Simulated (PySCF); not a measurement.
C5H9FO2S.
Cartesian coordinates in Å at the GFN2-xTB level; atoms count from 1:
```xyz
18
C5H9FO2S angstrom
O     -0.084    2.798   -0.884
S      0.056    1.653   -0.030
O      0.320    1.877    1.363
C      1.333    0.544   -0.695
C      1.320   -0.716    0.146
C     -0.012   -1.456    0.044
C     -1.162   -0.641    0.628
F     -2.301   -1.431    0.639
C     -1.435    0.619   -0.165
H      2.278    1.075   -0.629
H      1.082    0.369   -1.738
H      2.125   -1.382   -0.170
H      1.500   -0.430    1.185
H     -0.236   -1.691   -0.999
H      0.048   -2.399    0.592
H     -0.964   -0.379    1.675
H     -1.606    0.417   -1.219
H     -2.272    1.179    0.245
```

Method: PBE0/pcSseg-1 in PySCF (dipole) on a GFN2-xTB geometry, gas phase.

Take the most abundant isotopes and a rigid rotor. The values belong to one conformer with, in the numbering `[O:1]=[S:2]1(=[O:3])[CH2:4][CH2:5][CH2:6][C@H:7]([F:8])[CH2:9]1`, O1–S2–C4–C5 -173°, S2–C4–C5–C6 63°, C4–C5–C6–C7 -65°, C5–C6–C7–F8 -173°.

**Question.** What are A, B and C (MHz)?

**Answer.** Ia = 220.46, Ib = 435.58, Ic = 535.94 u·Å²; 505379 MHz·u·Å²/I gives A = 2292, B = 1160, C = 943.0 MHz.

**Question.** Classify the top.

**Answer.** An asymmetric top; Ray's κ = -0.678.

**Question.** Is it planar, by Δ = Ic − Ia − Ib?

**Answer.** Not planar: Δ = Ic − Ia − Ib = -120.10 u·Å². For a rigid frame Δ = −2 Σ m c², so Σ m c² = 60.05 u·Å² lies off the ab plane: 10.22 from hydrogen and 49.84 from heavier atoms. The atom farthest from that plane is 1.61 Å away.

**Question.** List the rotational levels J(Ka,Kc) to J = 2 (cm⁻¹).

**Answer.** Above 0(0,0):
J = 1: 1(0,1) 0.0702, 1(1,1) 0.1079, 1(1,0) 0.1152
J = 2: 2(0,2) 0.2095, 2(1,2) 0.2410, 2(1,1) 0.2627, 2(2,1) 0.3760, 2(2,0) 0.3770

**Question.** Which lines would a microwave search look for?

**Answer.** The dipole components are |μa| = 2.29 D, |μb| = 3.08 D, |μc| = 1.56 D. Intensities carry the squares of the components, which stand as 0.55 : 1.00 : 0.26 (a : b : c). Some lines, for components of 0.1 D or more:

```tsv
type	branch	J(Ka,Kc)	MHz	lower level (cm⁻¹)
c	Q	4(1,4) ← 4(0,4)	485	0.688
b	Q	3(1,2) ← 3(0,3)	2012	0.416
b	R	4(2,2) ← 3(3,1)	2567	0.794
c	Q	4(2,3) ← 4(1,3)	2697	0.776
b	Q	4(2,3) ← 4(1,4)	4854	0.704
b	R	5(2,3) ← 4(3,2)	5019	1.076
b	R	3(0,3) ← 2(1,2)	5256	0.241
b	Q	5(3,2) ← 5(2,3)	5636	1.244
b	R	4(1,3) ← 3(2,2)	5694	0.586
b	Q	3(3,1) ← 3(2,2)	6221	0.586
c	R	2(2,0) ← 1(1,0)	7849	0.115
a	R	4(0,4) ← 3(0,3)	8154	0.416
c	R	3(1,2) ← 2(0,2)	8212	0.210
b	R	5(1,4) ← 4(2,3)	8212	0.866
a	R	4(2,3) ← 3(2,2)	8391	0.586
a	R	4(2,2) ← 3(2,1)	8649	0.591
a	R	4(1,3) ← 3(1,2)	8783	0.483
a	R	5(0,5) ← 4(0,4)	10053	0.688
b	R	3(2,1) ← 2(1,2)	10497	0.241
a	R	5(4,2) ← 4(4,1)	10579	1.365
a	R	5(3,2) ← 4(3,1)	10639	1.077
b	Q	5(5,0) ← 5(4,1)	11107	1.717
c	R	4(2,2) ← 3(1,2)	11878	0.483
c	R	4(3,1) ← 3(2,1)	14561	0.591
c	R	4(3,2) ← 3(2,2)	14684	0.586
```

**Question.** Estimate the classical rotational partition function at 100 K, 200 K and 500 K.

**Answer.** Point group C1, symmetry number σ = 1; q = (√π/σ)·√((kT/h)³/(ABC)), k/h = 20836.6 MHz/K: 106000 at 100 K, 301000 at 200 K, 1190000 at 500 K.

GFN2-xTB frequencies: not computed here. Zero-point vibration and centrifugal distortion are left out.
